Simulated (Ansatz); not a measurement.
`B[SiH](N)F` + H₂Se → `N[SiH](F)[SeH]` + BH₃ at 600 K and 1 bar (cleavage of the Si–B bond).

Isolated molecules relaxed with PBE0-D4/def2-TZVP in Ansatz; ΔE leaves out vibrations. CBS: MP2 limit from def2 TZ/QZ plus the TZ coupled-cluster correction, frozen cores. This one scheme is used for every species. For Se outer-core shells are correlated without core-valence functions, which leaves a few kJ/mol of doubt a bond. Scalar relativity is left out up to krypton. Each species was taken in one conformer, which may not be the lowest.

| species | CCSD(T)/CBS energy (Eh) | H − E (kJ/mol) | S (J/(mol·K)) |
| --- | --- | --- | --- |
| `B[SiH](N)F` | -471.43743 | 209.2 | 407.1 |
| H₂Se | -2401.89790 | 57.0 | 244.8 |
| `N[SiH](F)[SeH]` | -2846.81643 | 177.2 | 421.6 |
| BH₃ | -26.55200 | 91.5 | 217.3 |

H − E and S are ideal-gas, rigid-rotor, harmonic terms from PBE0-D4/def2-TZVP, for one conformer and one mirror image of each species. 1 Eh = 2625.50 kJ/mol, R = 8.31446 J/(mol·K).

Problem. By hand: ΔE, ΔH, ΔS and ΔG.

Solution. ΔE = (-2846.81643) + (-26.55200) − (-471.43743) − (-2401.89790) = -0.03310 Eh = -86.9 kJ/mol. Δ(H − E) = 177.2 + 91.5 − 209.2 − 57.0 = 2.5, so ΔH = -84.4 kJ/mol. ΔS = 421.6 + 217.3 − 407.1 − 244.8 = -13.0 J/(mol·K). ΔG = -84.4 − 600 × (-13.0)/1000 = -76.6 kJ/mol.

Problem. By hand: the equilibrium constant, and the temperature at which ΔG would vanish if ΔH and ΔS stayed fixed.

Solution. log₁₀ K = −ΔG/(RT ln 10) = 6.7. ΔG = 0 at ΔH/ΔS = 6492 K, far beyond where these terms or the molecules hold.

The number of gas molecules stays the same, so ΔS is small and ΔH decides. A doubt of 5 kJ/mol in ΔE shifts log₁₀ K by 0.4 here. Other conformers and mirror images would add mixing entropy, several J/(mol·K) or more a flexible species. These are equilibria of isolated gas molecules and say nothing of rates. Largest T1 diagnostic: 0.012 (customary marks: 0.02 for closed shells, 0.045 for open ones).
